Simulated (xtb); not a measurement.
xtb input (GFN1-xTB):

```bash
xtb mol.xyz --gfn 1 --sp --chrg 1 --uhf 0
```
mol.xyz:
```
4

Hf    -0.04800939    -0.15316092    -0.06760638
F      1.79444303     0.02377712    -0.13166984
F     -0.59691384    -0.03390984     1.69719535
F     -0.81345410     1.23542009    -1.02467444
```

End of the output:

```
         :::::::::::::::::::::::::::::::::::::::::::::::::::::
         ::                     SUMMARY                     ::
         :::::::::::::::::::::::::::::::::::::::::::::::::::::
         :: total energy             -16.156330136850 Eh    ::
         :: gradient norm              0.038639063658 Eh/a0 ::
         :: HOMO-LUMO gap              3.332725416332 eV    ::
         ::.................................................::
         :: SCC energy               -16.178453617310 Eh    ::
         :: -> electrostatic           0.322497147078 Eh    ::
         :: repulsion energy           0.022694615814 Eh    ::
         :: dispersion energy         -0.000571135354 Eh    ::
         :: halogen bond corr.         0.000000000000 Eh    ::
         :: add. restraining           0.000000000000 Eh    ::
         :: total charge               1.000000000000 e     ::
         :::::::::::::::::::::::::::::::::::::::::::::::::::::

           -------------------------------------------------
          |                Property Printout                |
           -------------------------------------------------

    * Orbital Energies and Occupations

         #    Occupation            Energy/Eh            Energy/eV
      -------------------------------------------------------------
         1        2.0000           -1.1180280             -30.4231
         2        2.0000           -1.1088952             -30.1746
         3        2.0000           -1.1088952             -30.1746
         4        2.0000           -0.8301130             -22.5885
         5        2.0000           -0.8127022             -22.1148
         6        2.0000           -0.8072749             -21.9671
         7        2.0000           -0.8072749             -21.9671
         8        2.0000           -0.7983361             -21.7238
         9        2.0000           -0.7983361             -21.7238
        10        2.0000           -0.7964941             -21.6737
        11        2.0000           -0.7964941             -21.6737
        12        2.0000           -0.7924637             -21.5640 (HOMO)
        13                         -0.6699883             -18.2313 (LUMO)
        14                         -0.6432708             -17.5043
        15                         -0.6432708             -17.5043
Note: The following floating-point exceptions are signalling: IEEE_DENORMAL
normal termination of xtb
        16                         -0.5984519             -16.2847
        17                         -0.5984519             -16.2847
        18                         -0.5538014             -15.0697
        19                         -0.3486591              -9.4875
        20                         -0.3114824              -8.4759
        21                         -0.3114824              -8.4759
      -------------------------------------------------------------
                  HL-Gap            0.1224754 Eh            3.3327 eV
             Fermi-level           -0.7312260 Eh          -19.8977 eV

  Mulliken/CM5 charges         n(s)   n(p)   n(d)
     1Hf    1.68482  2.17756   0.574  1.002  0.740
     2F    -0.22827 -0.39252   1.739  5.490  0.000
     3F    -0.22827 -0.39252   1.739  5.490  0.000
     4F    -0.22827 -0.39252   1.739  5.490  0.000

Wiberg/Mayer (AO) data.
largest (>0.10) Wiberg bond orders for each atom

 ---------------------------------------------------------------------------
     #   Z sym  total        # sym  WBO       # sym  WBO       # sym  WBO
 ---------------------------------------------------------------------------
     1  72 Hf   3.814 --     2 F    1.271     4 F    1.271     3 F    1.271
     2   9 F    1.365 --     1 Hf   1.271
     3   9 F    1.365 --     1 Hf   1.271
     4   9 F    1.365 --     1 Hf   1.271
 ---------------------------------------------------------------------------

Topologies differ in total number of bonds
Writing topology from bond orders to xtbtopo.mol

 dipole moment from electron density (au)
     X       Y       Z
  -0.5840  -1.8631  -0.8224  total (Debye):    5.385

           -------------------------------------------------
          | TOTAL ENERGY              -16.156330136850 Eh   |
          | GRADIENT NORM               0.038639063658 Eh/α |
          | HOMO-LUMO GAP               3.332725416332 eV   |
           -------------------------------------------------

------------------------------------------------------------------------
------------------------------------------------------------------------
 total:
 SCF:
```

The spin state was set by rule; other spins were not relaxed.
